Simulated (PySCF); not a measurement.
## How methods differ on the ionisation energy of Ga⁺

Ga⁺ [Ar] 3d10 4s2 (1S) → Ga²⁺ [Ar] 3d10 4s1 (2S), as a difference of total energies. All numbers are calculated (PySCF 2.14, a scalar-relativistic core potential, in aug-cc-pVDZ-PP with ECP10MDF (5s4p3d, 32 functions)). Correlated levels: valence: 3s2 3p6 3d10 frozen. The calculations carry no spin-orbit coupling.

```
           method  ionisation energy (eV)
              UHF                  18.762
    MP2 (valence)                  19.396
SCS-MP2 (valence)                  19.523
   CCSD (valence)                  19.725
```

Task: Estimate what r2SCAN gives.

Result: 20.496 eV, closest to CCSD (valence) among the rows shown.

Task: Estimate what LDA gives.

Result: 21.100 eV, closest to CCSD (valence) among the rows shown.

Errors of the correlated levels include the incompleteness of this basis and the frozen core.

With two correlated electrons CCSD is exact in that space.

For comparison: 20.515 eV (measured; NIST Atomic Spectra Database, ionization energies).
